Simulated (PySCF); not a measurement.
ClF, charge +1, doublet, at a GFN2-xTB geometry (a state made from the parent by changing its charge; the spin is typed, not shown lowest); PySCF with MP2/def2-TZVP.

The PySCF input:
```python
from pyscf import gto, scf, mp

mol = gto.Mole()
mol.atom = '''
    F    -0.00000000   -0.00000000   -1.04610145
    Cl    0.00000000    0.00000000    0.55381842
'''
mol.basis = 'def2-tzvp'
mol.charge = 1
mol.spin = 1
mol.verbose = 4
mol.build()

mf = scf.UHF(mol)
mf.kernel()

pt = mp.MP2(mf, frozen=6)
pt.kernel()
print('E(MP2) = %.10f' % pt.e_tot)
```

What does PySCF print? Leave out banner, timings and long lists.


```
PySCF version 2.14.0

[INPUT] verbose = 4
[INPUT] num. atoms = 2
[INPUT] num. electrons = 25
[INPUT] charge = 1
[INPUT] spin (= nelec alpha-beta = 2S) = 1
[INPUT] symmetry False subgroup None
[INPUT] Mole.unit = angstrom
[INPUT] Symbol           X                Y                Z      unit          X                Y                Z       unit  Magmom
[INPUT]  1 F      0.000000000000   0.000000000000  -1.046101450000 AA    0.000000000000   0.000000000000  -1.976845239010 Bohr   0.0
[INPUT]  2 Cl     0.000000000000   0.000000000000   0.553818420000 AA    0.000000000000   0.000000000000   1.046565136539 Bohr   0.0

nuclear repulsion = 50.6051051611478
number of shells = 24
number of NR pGTOs = 109
number of NR cGTOs = 68
basis = def2-tzvp
ecp = {}

******** <class 'pyscf.scf.uhf.UHF'> ********
method = UHF
initial guess = minao
damping factor = 0
level_shift factor = 0
DIIS = <class 'pyscf.scf.diis.CDIIS'>
diis_start_cycle = 1
diis_space = 8
diis_damp = 0
SCF conv_tol = 1e-09
SCF conv_tol_grad = None
SCF max_cycles = 50
direct_scf = True
direct_scf_tol = 1e-13
number electrons alpha = 13  beta = 12
Set gradient conv threshold to 3.16228e-05
init E= -558.963302543486

cycle= 1 E= -558.361095825117  delta_E= 0.602  |g|= 0.433  |ddm|= 0.976
cycle= 2 E= -558.449757106751  delta_E= -0.0887  |g|= 0.168  |ddm|= 0.512
cycle= 3 E= -558.458739042118  delta_E= -0.00898  |g|= 0.0655  |ddm|= 0.112
cycle= 4 E= -558.460784894037  delta_E= -0.00205  |g|= 0.0264  |ddm|= 0.0399
cycle= 5 E= -558.461795836105  delta_E= -0.00101  |g|= 0.0148  |ddm|= 0.0289
cycle= 6 E= -558.46236328834  delta_E= -0.000567  |g|= 0.00866  |ddm|= 0.0247
cycle= 7 E= -558.462639276975  delta_E= -0.000276  |g|= 0.00273  |ddm|= 0.0249
cycle= 8 E= -558.462657919664  delta_E= -1.86e-05  |g|= 0.00104  |ddm|= 0.00658
cycle= 9 E= -558.462660522426  delta_E= -2.6e-06  |g|= 0.000831  |ddm|= 0.00167
cycle= 10 E= -558.462663411271  delta_E= -2.89e-06  |g|= 0.000635  |ddm|= 0.00225
cycle= 11 E= -558.462666855877  delta_E= -3.44e-06  |g|= 0.000284  |ddm|= 0.00447
cycle= 12 E= -558.462667472626  delta_E= -6.17e-07  |g|= 6.71e-05  |ddm|= 0.00244
cycle= 13 E= -558.462667488383  delta_E= -1.58e-08  |g|= 2.16e-05  |ddm|= 0.000368
cycle= 14 E= -558.462667489083  delta_E= -7e-10  |g|= 7.86e-06  |ddm|= 4.6e-05
Extra cycle  E= -558.462667489153  delta_E= -6.99e-11  |g|= 4.55e-06  |ddm|= 7.01e-06
converged SCF energy = -558.462667489153  <S^2> = 0.7638821  2S+1 = 2.0138343

******** <class 'pyscf.mp.ump2.UMP2'> ********
nocc = (np.int64(7), np.int64(6)), nmo = (62, 62)
frozen orbitals 6
E(UMP2) = -558.875113668713  E_corr = -0.412446179559166
E(SCS-UMP2) = -558.867491305643  E_corr = -0.40482381649004
E_corr(same-spin) = -0.103974921901107
E_corr(oppo-spin) = -0.308471257658059
E(MP2) = -558.8751136687
```
